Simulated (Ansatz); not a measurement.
Basis sets compared for SnSe₂ (the lowest singlet isomer of a short search). Total charge 0; singlet. Geometry PBE-D4/def2-TZVP. Ansatz on 4 threads of Arm Neoverse V1 on a shared host; times are rough, and most runs start from earlier orbitals.

```xyz
3

Sn    1.1134    0.9987   -0.0524
Se   -0.6682   -0.3116    1.2358
Se   -0.4453   -0.6870   -1.1834
```

In the def2 sets Sn takes a core potential; there is no spin–orbit coupling. The structure comes from a short search, and lower isomers may exist.

Binding counts from free atoms (Sn triplet, Se triplet) in the same basis, without a counterpoise term.

```
                            level  functions  energy (Eh)  HOMO (eV)  LUMO (eV)  binding per atom (eV)  wall time
                  PBE-D4/def2-SVP         90   -5016.1892      -4.71      -3.44                   2.58     0.75 s
                 PBE-D4/def2-TZVP        146   -5016.7878      -4.85      -3.52                   2.62      1.4 s
r2SCAN-D4/def2-TZVP (with forces)        146   -5017.5541      -5.09      -3.48                   2.48      3.8 s
                 PBE0-D4/def2-SVP         90   -5016.3404      -5.78      -2.86                   2.40      1.2 s
                PBE0-D4/def2-TZVP        146   -5016.9385      -5.88      -2.91                   2.45      2.4 s
```

(1) Estimate the rows for PBE-D4/def2-TZVPD, r2SCAN-D4/def2-TZVPD, PBE0-D4/def2-TZVPD.

## Answers

(1) 
```tsv
level	functions	energy (Eh)	HOMO (eV)	LUMO (eV)	binding per atom (eV)	wall time
PBE-D4/def2-TZVPD	170	-5016.7889	-4.90	-3.56	2.62	2.1 s
r2SCAN-D4/def2-TZVPD	170	-5017.5551	-5.11	-3.50	2.48	4.2 s
PBE0-D4/def2-TZVPD	170	-5016.9395	-5.91	-2.94	2.45	3.3 s
```
